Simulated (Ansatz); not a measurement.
Cost and result up the ladder for the cluster Rb4I3 (the lowest doublet isomer of a short search) (7 atoms). Charge 0, multiplicity 2. Geometry: PBE0-D4/def2-SVP.

Cartesian coordinates in Å:
```
Rb 2.768 1.023 1.077
Rb 0.870 -1.106 -2.807
Rb -1.352 -1.532 1.501
Rb -1.309 2.724 -0.856
I 1.911 -2.350 0.354
I -2.463 -0.525 -1.720
I -0.425 1.765 2.451
```

Ansatz on 4 threads of Arm Neoverse V2 on a shared host. Times are rough, and most runs start from the orbitals of an earlier one. PBE0-D4/def2-TZVP serves as the yardstick here, not as an exact answer. Differences are given only for rows in sets of like size (and for xTB, whose basis is part of the method), since another set adds its own error. Binding counts from free atoms at the same level (Rb doublet, I doublet; other spins of the atoms weren't run), without zero-point energy or a counterpoise term.

In the def2 sets I, Rb take a core potential; there is no spin–orbit coupling. LC-ωPBE has ω = 0.4 bohr⁻¹. Correlated methods freeze 12 core orbitals; core or outer-core shells of Rb, I are correlated, in sets that lack core-valence functions. The structure comes from a short search, and lower isomers may exist.

Correlated methods converge slowly with the basis.

| level | functions | wall time | binding energy per atom (eV) | difference from PBE0-D4/def2-TZVP (eV) |
| --- | --- | --- | --- | --- |
| PBE-D4/def2-SVP | 174 | 8 s | 1.99 | – |
| PBE0-D4/def2-SVP | 174 | 15 s | 2.01 | – |
| PBE-D4/def2-TZVP (with forces) | 282 | 19 s | 1.97 | -0.03 |
| BLYP-D4/def2-TZVP | 282 | 19 s | 1.87 | -0.13 |
| LC-ωPBE/def2-TZVP | 282 | 22 s | 2.00 | 0.00 |
| PBE0-D4/def2-TZVP | 282 | 25 s | 1.99 | 0.00 |
| MP2/def2-TZVP | 282 | 26 s | 2.02 | 0.03 |
| r2SCAN-D4/def2-TZVP | 282 | 41 s | 2.03 | 0.03 |
| RPA@PBE/def2-TZVP | 282 | 48 s | 1.76 | -0.24 |
